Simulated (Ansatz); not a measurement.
Reaction (redistribution): `[SiH3][O][Al]([Cl])[O][SiH3]` + `[SiH3]OBO[SiH3]` → `[SiH3][O][Al]([O][SiH3])[O][SiH3]` + `[SiH3]OBCl`

Isolated molecules relaxed with PBE0-D4/def2-TZVP in Ansatz; ΔE leaves out vibrations. CCSD(T)/CBS adds triple-zeta CCSD(T) − MP2 to the extrapolated MP2 energy (def2 sets, frozen cores). This one scheme is used for every species. DFT in def2-TZVPP. Each species was taken in one conformer, which may not be the lowest.

| level | ΔE (kJ/mol) |
| --- | --- |
| revPBE-D4 | 45.0 |
| CAM-B3LYP-D4 | 48.0 |
| B2PLYP | 46.0 |
| BLYP | 44.8 |
| MP2/def2-SVP | 48.9 |
| CCSD(T)/def2-SVP | 50.0 |
| MP2/def2-QZVPP | 44.1 |
| MP2/CBS(def2) | 44.9 |

Question: What does CCSD(T)/CBS give? (An estimate is asked.)

Answer: The calculation gave: +46.8 kJ/mol. The listed levels differ from it by -1.8, 1.2, -0.8, -2.0, 2.1, 3.2, -2.7, -1.9 kJ/mol.

Largest T1 diagnostic among the species: 0.013.

At CCSD(T), def2-SVP lies +3.3 kJ/mol from the extrapolated value and def2-TZVPP −1.1 kJ/mol. Leaving LDA and LC-ωPBE aside and taking each functional with its dispersion term where it has one, the values, not all of them listed here, spread over 4.9 kJ/mol, from BLYP-D4 to BHLYP-D4. From BLYP to BHLYP (50 % exact exchange), in def2-TZVPP and without D4, ΔE moves by +5.0 kJ/mol.

CCSD(T)/CBS has its own doubt, a few kJ/mol and more with outer-core shells, so smaller differences from it don't rank the levels.
